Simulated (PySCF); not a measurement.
**C5H10AsBO**

Cartesian coordinates in Å; atom numbers follow the order of the lines, from 1:
```xyz
18

C     2.7293    1.4888    0.9154
C     1.7779    1.0720    0.3022
B     0.5685    0.5771   -0.4571
As    1.2984   -1.9816   -0.0888
C    -0.8138    0.4581    0.3141
C    -1.9004    1.4994   -0.0365
O    -2.8171    0.4814   -0.4355
C    -1.8509   -0.5467   -0.2238
H     3.5560    1.8681    1.4451
H     0.5907    0.5517   -1.6309
H     2.7624   -2.2172   -0.2510
H     1.0458   -3.4647   -0.1523
H     1.4507   -2.0679    1.3910
H    -0.6931    0.3714    1.3966
H    -2.2827    2.0902    0.8007
H    -1.6542    2.1663   -0.8687
H    -1.5727   -1.0377   -1.1667
H    -2.2035   -1.3024    0.4879
```

The calculation used PySCF, TDDFT wB97X-D/def2-SVPD circular dichroism and optical rotation, one conformer, gas phase. Geometry: GFN2-xTB.

The molecule is flexible and this is one conformer; a measurement averages over conformers. The calculation is non-relativistic, which matters for the atoms heavier than Zn. Singlets 11 and 12 lie within 0.01 eV of each other, so their separate moments and overlaps can depend on how they mix.

(1) Draw the ECD and absorption spectra from the lowest 12 states, each a Gaussian of half-width 0.25 eV at 1/e height.

Answers

(1) 
| E (eV) | λ (nm) | Δε (L mol⁻¹ cm⁻¹) | ε (L mol⁻¹ cm⁻¹) |
| --- | --- | --- | --- |
| 4.06 | 305 | 0.00 | 0 |
| 4.21 | 294 | -0.01 | 0.183 |
| 4.36 | 284 | -0.03 | 0.683 |
| 4.51 | 275 | -0.06 | 1.25 |
| 4.66 | 266 | -0.05 | 1.18 |
| 4.81 | 258 | -0.01 | 2.48 |
| 4.96 | 250 | +0.06 | 34.1 |
| 5.11 | 242 | +0.35 | 386 |
| 5.26 | 236 | +1.15 | 2540 |
| 5.41 | 229 | +2.57 | 8660 |
| 5.56 | 223 | +3.65 | 14700 |
| 5.71 | 217 | +2.82 | 12300 |
| 5.86 | 211 | +0.70 | 5340 |
| 6.01 | 206 | -2.39 | 2920 |
| 6.16 | 201 | -9.53 | 5640 |
| 6.31 | 196 | -21.55 | 9810 |
| 6.46 | 192 | -26.83 | 11000 |
| 6.61 | 187 | -15.61 | 7310 |
| 6.76 | 183 | -3.22 | 2760 |
| 6.91 | 179 | -0.08 | 1040 |
| 7.06 | 176 | +1.76 | 2640 |
| 7.21 | 172 | +4.40 | 8440 |

Δε uses R in velocity form, ε uses f in length form. Only the states computed contribute, so the short-wavelength end is incomplete.
